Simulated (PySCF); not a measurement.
FeBr2 holds Fe(II), d6, at total charge 0. The structure is a PBE0-D3(BJ)/def2-TZVP geometry optimised for multiplicity 5; coordination linear, point group D∞h, metal–donor distances 2.26 Å.

```
3

Fe    0.000    0.000    0.000
Br    0.000    0.000    2.263
Br    0.000    0.000   -2.263
```

Method (PySCF 2.14, density fitting): CASSCF(6,5) with orbitals averaged over all microstates of the shell, strongly contracted NEVPT2 on the averaged canonical orbitals; basis x2c-TZVPall on the metal, x2c-SVPall elsewhere; spin-free X2C; gas phase; spin-orbit coupling by state interaction with the mean-field operator over all roots.

(1) Which term lies lowest, and with what spin?

(2) List the excited states of the same spin.

(3) Which is the lowest state of another spin?

(4) Give the fitted ligand-field and repulsion parameters.

(5) What magnetic behaviour follows?

NEVPT2 lifts 5Πg from 3132 to 4476 cm⁻¹; on the d shell alone such lifts tend to overshoot. Gaps between spin states lean to high spin in this active space.

The job took 8.5 s on one thread of Arm Neoverse V2 (shared host), with 112 basis functions, launched as `OMP_NUM_THREADS=1 python lf_run.py task.json out`.

Answers

(1) 5Δg (S = 2, orbital degeneracy 2), orbital occupations from the lowest 1.5 1.5 1.0 1.0 1.0, by NEVPT2.

(2) By NEVPT2: 5Σg+ at 3514 cm⁻¹; 5Πg at 4476 cm⁻¹. All are electric-dipole forbidden at this geometry.

(3) 3Δg at 20411 cm⁻¹ by NEVPT2; CASSCF alone puts it at 21400 cm⁻¹ above the same ground state.

(4) At CASSCF level (the NEVPT2 levels don't fit a ligand-field model well): orbital energies 0, 0, 3281, 3281, 4156 cm⁻¹; B = 1095 cm⁻¹; C = 4116 cm⁻¹; B over its free-ion value at the same level 0.927; rms of the fit 292 cm⁻¹; ζ = 390 cm⁻¹ (free ion 412).

(5) Degenerate or low-lying orbital states mix with the ground state, so no spin-only Hamiltonian applies. The lowest spin-orbit level is 2-fold; the next lies at 193.3 cm⁻¹. The two lowest states form a pseudo-doublet split by 0.000 cm⁻¹ with g_z = 12.01. μeff is 6.25 μB at 300 K and 6.05 μB at 10 K; the spin-only value is 4.90 μB.
